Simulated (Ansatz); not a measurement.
**Worked example: the enthalpy of CH3Cl + CH2I2 → ICl + C2H5I**

Species: CH3Cl (chloromethane) `CCl`, singlet; CH2I2 (diiodomethane) `ICI`, singlet; ICl (iodine monochloride), singlet; C2H5I (iodoethane) `CCI`, singlet. The partners trade CH3 for I: Cl–CH3 and C–I bonds give way to Cl–I and C–CH3.

Shapes, held fixed at every level: PBE0-D4/def2-TZVP. Programs: Ansatz 0.2.0. The zero-point and thermal terms to 298 K, harmonic and unscaled (PBE0-D4/def2-TZVP), stand in the table.

At HF/def2-TZVPP; 1 Eh = 2625.50 kJ/mol:

| species | energy (Eh) | H(298 K) − E (kJ/mol) | tabulated ΔfH (kJ/mol) |
| --- | --- | --- | --- |
| CH3Cl | -499.140954 | 109.7 | -82.6 |
| CH2I2 | -632.356333 | 84.7 | +119.5 |
| ICl | -756.165674 | 11.9 | +17.4 |
| C2H5I | -375.339393 | 185.8 | -7.1 |

Question: Work out the reaction enthalpy at 298 K from the calculation and from the table of heats.

Answer: 
1. Electronic: (-756.165674) + (-375.339393) − [(-499.140954) + (-632.356333)] = -0.007780 Eh = -20.4 kJ/mol.
2. Zero-point and thermal: (11.9) + (185.8) − [(109.7) + (84.7)] = +3.3 kJ/mol.
3. Computed ΔH = -17.1 kJ/mol.
4. From the heats of formation (Active Thermochemical Tables, CRC Handbook of Chemistry and Physics): (17.4) + (-7.1) − [(-82.6) + (119.5)] = -26.6 kJ/mol.
5. Computed less tabulated: +9.5 kJ/mol. Tabulated heats carry uncertainties of their own. The tabulated value of CH2I2 is in doubt (older tables, estimates, or at odds with other calculations) and kept here.

For atoms past krypton def2 sets carry core potentials with scalar relativity.
